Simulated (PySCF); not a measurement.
Isomers of C5H12SSi.

All values: CAM-B3LYP/def2-SVPD (PySCF) at GFN2-xTB geometries, gas phase, one conformer each. Core orbitals are frozen in the response; Δα² is half the sum of the squared differences of the principal polarisabilities.

Question: Rank by HOMO energy, lowest first.
A. `[CH3:1][C@@H:2]1[CH2:3][S:4][Si@@H:5]([CH3:6])[CH2:7]1` with C1–C2–C3–S4 -179°, C2–C3–S4–Si5 36°, C3–S4–Si5–C6 -129°, S4–Si5–C7–C2 -17°
B. `[CH3:1]/[CH:2]=[CH:3]/[CH2:4][SiH2:5][S:6][CH3:7]` with C2–C3–C4–Si5 107°, C3–C4–Si5–S6 179°, C4–Si5–S6–C7 179°
C. `[CH3:1][S:2]/[CH:3]=[C:4](/[CH3:5])[CH2:6][SiH3:7]` with C1–S2–C3–C4 -171°, C3–C4–C6–Si7 -92°
D. `[CH3:1][SiH2:2][CH2:3][CH:4]1[CH2:5][S:6][CH2:7]1` with C1–Si2–C3–C4 -179°, Si2–C3–C4–C5 -67°, C3–C4–C5–S6 -136°, C4–C5–S6–C7 12°, C5–S6–C7–C4 -12°, C3–C4–C7–S6 136°

Answer: B (-7.97 eV), A (-7.83 eV), D (-7.59 eV), C (-6.96 eV).

Question: Rank by HOMO–LUMO gap, lowest first.
A. `[CH3:1][SiH2:2][CH2:3][CH:4]1[CH2:5][S:6][CH2:7]1` with C1–Si2–C3–C4 -179°, Si2–C3–C4–C5 -67°, C3–C4–C5–S6 -136°, C4–C5–S6–C7 12°, C5–S6–C7–C4 -12°, C3–C4–C7–S6 136°
B. `[CH3:1][S:2]/[CH:3]=[C:4](/[CH3:5])[CH2:6][SiH3:7]` with C1–S2–C3–C4 -171°, C3–C4–C6–Si7 -92°
C. `[CH3:1][C@@H:2]1[CH2:3][S:4][Si@@H:5]([CH3:6])[CH2:7]1` with C1–C2–C3–S4 -179°, C2–C3–S4–Si5 36°, C3–S4–Si5–C6 -129°, S4–Si5–C7–C2 -17°

Answer: B (8.14 eV), A (8.56 eV), C (8.89 eV).

All values together:

| SMILES | μ (D) | HOMO (eV) | LUMO (eV) | α (Å³) | Δα (Å³) |
| --- | --- | --- | --- | --- | --- |
| C[SiH2]CC1CSC1 | 2.45 | -7.59 | 0.98 | 15.45 | 5.49 |
| C[C@@H]1CS[Si@@H](C)C1 | 2.22 | -7.83 | 1.07 | 15.31 | 3.92 |
| CS/C=C(/C)C[SiH3] | 1.55 | -6.96 | 1.18 | 16.66 | 7.63 |
| C/C=C/C[SiH2]SC | 1.29 | -7.97 | 0.97 | 16.64 | 8.75 |

Conformers: `[CH3:1][SiH2:2][CH2:3][CH:4]1[CH2:5][S:6][CH2:7]1` with C1–Si2–C3–C4 -179°, Si2–C3–C4–C5 -67°, C3–C4–C5–S6 -136°, C4–C5–S6–C7 12°, C5–S6–C7–C4 -12°, C3–C4–C7–S6 136°; `[CH3:1][C@@H:2]1[CH2:3][S:4][Si@@H:5]([CH3:6])[CH2:7]1` with C1–C2–C3–S4 -179°, C2–C3–S4–Si5 36°, C3–S4–Si5–C6 -129°, S4–Si5–C7–C2 -17°; `[CH3:1][S:2]/[CH:3]=[C:4](/[CH3:5])[CH2:6][SiH3:7]` with C1–S2–C3–C4 -171°, C3–C4–C6–Si7 -92°; `[CH3:1]/[CH:2]=[CH:3]/[CH2:4][SiH2:5][S:6][CH3:7]` with C2–C3–C4–Si5 107°, C3–C4–Si5–S6 179°, C4–Si5–S6–C7 179°.
